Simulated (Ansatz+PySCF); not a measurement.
# doublet TiN: levels of theory in one basis

```xyz
2

Ti    0.0000    0.0000    0.0000
N     0.0000    0.0000    1.5820
```

Basis set: def2-SVP (spherical functions). Left uncorrelated: 6 orbitals. Correlation on ROHF uses semicanonical orbitals with singles. Charge 0, multiplicity 2.

Computed with Ansatz (development build ahead of 0.2.0); each method stands on the lowest determinant of its kind that the runs found.

```csv
method,E − E(ROHF) (eV),<S²> of the determinant
ROHF,0.00,0.75
UHF,-0.54,1.76
ROHF-MP2,-13.81,–
```

Task: What does UHF-MP2 give on the same scale?

Result: -10.83 eV.

Task: Is a single determinant a sound starting point here?

Result: It is doubtful. Unrestricted orbitals lower Hartree–Fock by 0.54 eV and <S²> is 1.76 where a pure state has 0.75, a sign of strong static correlation.

Caution: another spin multiplicity may lie lower. Caution for UHF, UHF-MP2: the unrestricted determinant is a mixture of spin states.
